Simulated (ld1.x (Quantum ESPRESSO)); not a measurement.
**Logarithmic derivatives: Sn (Z = 50), ultrasoft**

tin, ultrasoft, made with ld1.x (Quantum ESPRESSO) 7.5 (PBE, scalar-relativistic). Core [Kr] 4d10, reference 5s2 5p2. Waves: 5s (bound): rcut 1.60, rcutus 1.95 bohr; 5s channel at -0.35 Ry: rcut 1.60, rcutus 1.95 bohr; 5p (bound): rcut 1.65, rcutus 2.20 bohr; 5p channel at 2.6 Ry: rcut 1.65, rcutus 2.20 bohr; 5d channel at 0.45 Ry: rc 2.00 bohr. Local part: all-electron potential smoothed inside 2.15 bohr (lloc = -2). Core correction: a·sin(br)/r model core, default radius (core density twice the valence density). Augmentation charge: built from norm-conserving waves at rcut, not smoothed further.

The phase is arctan(r·u′/u) with u = r·R(r), unwrapped; energies in Ry, scanned from -3 to 5 Ry. A pole is an energy at which the radial function vanishes at the test radius. The pseudo phase is shifted by a multiple of π to meet the all-electron one at the reference energy, and phase errors are pseudo minus all-electron; the curves can meet again beyond the range given. Levels narrower than the energy grid can be missing from the lists of poles.

Q: For each channel, where are the poles, and over which energies does the pseudopotential scatter like the atom?

A:

| channel | radius (bohr) | reference energy (Ry) | poles, all-electron | poles, pseudo | unbroken range about the reference energy with phases within 0.05 rad | phase error 1 Ry above the reference energy (rad) |
| --- | --- | --- | --- | --- | --- | --- |
| s | 2.38 | -0.78 | 1.35 | 1.34, 4.92 | below 3.8 | -0.000 |
| p | 2.38 | -0.27 | 2.81 | 2.81 | the whole range | -0.000 |
| d | 2.38 | 0.45 | -1.76 | 3.47 | -1.1 to 1.1 | -0.200 |

Note: ghost state, extra bound levels that the all-electron valence spectrum of the same l lacks: d at -62.9 eV. A true bound ghost makes a file unfit for plane-wave use.

Phases in the p channel:

```csv
E (Ry),all-electron,pseudo
-3.00,1.287,1.285
-2.76,1.270,1.269
-2.52,1.251,1.250
-2.28,1.228,1.227
-2.04,1.200,1.199
-1.80,1.165,1.164
-1.56,1.120,1.119
-1.32,1.061,1.060
-1.08,0.980,0.979
-0.84,0.861,0.861
-0.60,0.681,0.680
-0.36,0.396,0.396
-0.12,-0.020,-0.020
0.12,-0.476,-0.476
0.36,-0.826,-0.826
0.60,-1.052,-1.052
0.84,-1.197,-1.198
1.08,-1.295,-1.295
1.32,-1.365,-1.365
1.56,-1.418,-1.418
1.80,-1.459,-1.459
2.04,-1.493,-1.493
2.28,-1.521,-1.521
2.52,-1.545,-1.545
2.76,-1.567,-1.567
3.00,-1.586,-1.586
3.24,-1.604,-1.604
3.48,-1.621,-1.622
3.72,-1.638,-1.639
3.96,-1.654,-1.656
4.20,-1.671,-1.673
4.44,-1.688,-1.692
4.68,-1.707,-1.712
4.92,-1.727,-1.734
```
